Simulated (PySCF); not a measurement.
**Er⁵³⁺ (erbium, charge +53) across methods**

[Ne] 3s2 3p3, high-spin 4S determinant. Calculation: PySCF 2.14, in an even-tempered Gaussian basis (17 s from 13 bohr⁻², ratio 2.5; 12 p from 17 bohr⁻², ratio 2.5; 4 d from 67 bohr⁻², ratio 2.7; 4 f from 100 bohr⁻², ratio 2.7); the spin-free X2C one-electron Hamiltonian (Gaussian nucleus).

```
method   E (hartree)  mean ε 3s α (eV)  mean ε 3s β (eV)  mean ε 3p α (eV)  Σ⟨r²⟩ (bohr²)   ⟨S²⟩
  MN15     -10183.81           -5323.6           -5320.9           -5025.1         0.2984  3.750
  PBE0     -10174.02           -5355.2           -5311.2           -5030.2         0.2993  3.750
   LDA     -10164.87           -5329.1           -5298.9           -5013.7         0.2994  3.750
   UHF  -10173.01686           -5417.6           -5340.8           -5071.6         0.2994  3.750
   PBE     -10174.15           -5333.8           -5300.6           -5015.9         0.2992  3.750
r2SCAN     -10174.26           -5345.2           -5300.7           -5021.4         0.2994  3.750
M06-2X     -10175.04           -5371.7           -5319.5           -5044.4         0.2993  3.750
```

Spin-orbit coupling, which splits the p, d and f shells strongly at this Z, is absent. Spin-orbit coupling is strong in this species (close to jj coupling), so the high-spin LS determinant is a model state, not a physical level.
